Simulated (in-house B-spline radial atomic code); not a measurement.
Atomic self-consistent-field run: Pt IV (Pt3+) (with a hole in an inner shell). Computed with a radial B-spline atomic code at the basis-set limit: Dirac-Hartree-Fock, average of the jj configuration, Fermi nucleus of rms radius 5.427 fm.

In the input, a minus or plus after the letter marks the j = l - 1/2 or j = l + 1/2 subshell.

Command:
```bash
python run_scf.py task.json out
```
Settings (nuclear radius in fm, mass in u):
```
Z                78
configuration    1s2 2s2 2p6 3s2 3p6 3d10 4s2 4p6 4d10 4f14 5s2 5p-1 5p+4 5d8
hamiltonian      dirac
method           hf
spin_polarised   False
nucleus          fermi
rms_radius       5.427
atomic_mass      194.96479
speed_of_light   137.035999084
```

Output (hartree, bohr):
```
 radial grid: 72 intervals, B-splines of order 8, outer radius 39.1892 bohr

 iter        energy (Eh)    residual
    1      -18428.158959    8.07e-01
    2      -18430.156426    9.98e-02
    3      -18430.299594    3.58e-02
    4      -18430.314643    1.50e-02
    5      -18430.317146    2.74e-03
    6      -18430.317329    4.30e-04
    7      -18430.317331    9.35e-05
    8      -18430.317331    4.57e-05
    9      -18430.317331    1.95e-06
   10      -18430.317331    1.32e-07

 total energy                    -18430.31733
 kinetic                           21065.9471
 electron-nucleus                 -46230.0318
 electron-electron                  6733.7673

 first-order corrections (not in the total)
   Gaunt                            23.1561
   retardation                      -2.4553
   frequency dependence             -0.4370
   self-energy                      17.1855
   Uehling                          -3.4287
   Wichmann-Kroll                    0.1471
   recoil                            0.0315

 orbital      occ     eigenvalue          <r>       <r^2>       <1/r>     <1/r^2>       r_max    small
 1s1/2      2.000     -2901.3689      0.01715 0.000406162     93.8902     21701.2     0.01062  8.75e-02
 2s1/2      2.000      -516.1741    0.0716576  0.00613956     23.0452      3047.1     0.06139  2.00e-02
 2p1/2      2.000      -493.7438    0.0591411  0.00436745     22.9599     957.759     0.04539  2.01e-02
 2p3/2      4.000      -430.0981    0.0675288   0.0055535     18.8513     485.801     0.05261  1.79e-02
 3s1/2      2.000      -124.8071     0.186202   0.0398023     8.47349     694.456      0.1726  6.69e-03
 3p1/2      2.000      -114.7879     0.176731   0.0364531     8.37175     222.696      0.1615  6.62e-03
 3p3/2      4.000      -100.6101      0.19203    0.042834     7.30934     114.976       0.176  6.00e-03
 3d3/2      4.000       -84.1634     0.167715   0.0330388     7.18688     64.7665      0.1375  5.86e-03
 3d5/2      6.000       -81.1374     0.172406   0.0347844     6.94218     59.4886      0.1415  5.69e-03
 4s1/2      2.000       -29.2817     0.414967     0.19439     3.55773     173.561      0.3904  2.22e-03
 4p1/2      2.000       -24.9827     0.418889    0.199704     3.44183     54.6752      0.3897  2.12e-03
 4p3/2      4.000       -21.5846     0.450347    0.230532     3.09588     28.7582      0.4189  1.91e-03
 4d3/2      4.000       -14.5612     0.460753    0.245458      2.8865     15.1148      0.4133  1.71e-03
 4d5/2      6.000       -13.9247     0.471955    0.257387     2.80017     13.8529      0.4227  1.65e-03
 4f5/2      6.000        -4.8824     0.506524     0.31022     2.41992     7.29691      0.3842  1.28e-03
 4f7/2      8.000        -4.7552     0.514111    0.319778     2.38423     7.07425      0.3891  1.25e-03
 5s1/2      2.000        -5.7495     0.960247     1.03358      1.4095      32.853      0.8748  5.25e-04
 5p1/2      1.000        -4.3905       1.0325      1.2022     1.29811     9.65365      0.9249  4.58e-04
 5p3/2      4.000        -3.7573      1.12024     1.41455     1.17226     5.02667      0.9987  3.92e-04
 5d3/2      3.200        -1.7011      1.44614     2.41282    0.895082     1.86737       1.198  2.37e-04
 5d5/2      4.800        -1.6909      1.46976     2.48844    0.878494      1.7505       1.223  2.31e-04
```

Cost of the run: 2.1 s on 1 thread of Arm Neoverse N1, with other jobs on the host.

For the Dirac Hamiltonian the kinetic term is c α·p + (β - 1)c².
